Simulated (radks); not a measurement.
Results of a calculation; reference values are marked as such.
Spherical quantum dot in the effective-mass picture: electrons in a hard-walled sphere of radius 1.54, all in effective atomic units (hartree* = m*/eps^2 hartree, bohr* = eps/m* bohr), one dielectric constant everywhere. Level of theory: non-relativistic Kohn-Sham, LDA (Slater exchange, Perdew-Wang correlation), spin-polarised, spherical densities (a radial shooting solver with Libxc functionals). Levels are named by radial order and angular momentum (1s, 1p, 1d, 2s, ...), and open shells are averaged over m. Results are scaled to m* = 0.045 and eps = 14.6, for which hartree* = 5.745 meV and bohr* = 17.17 nm.

N = 17, configuration 1s2 1p6 1d(up 5, down 4). This is the lowest configuration that the search found. Occupied and some empty levels:

level    occupation  eigenvalue (meV)  <r> (nm)
1s up             1            98.279     15.42
1s down           1            98.483     15.40
1p up             3            107.28     16.98
1p down           3            107.51     16.98
1d up             5            120.54     18.02
1d down           4            120.77     18.02
2s up             0            134.72     12.46
2s down           0            134.84     12.46
1f up             0            137.51     18.79
1f down           0            137.75     18.79
2p up             0            157.95     14.00
2p down           0            158.10     14.00

Energy (meV): total 1208.75, kinetic 553.46, external 0, Hartree 747.16, exchange-correlation -91.874.
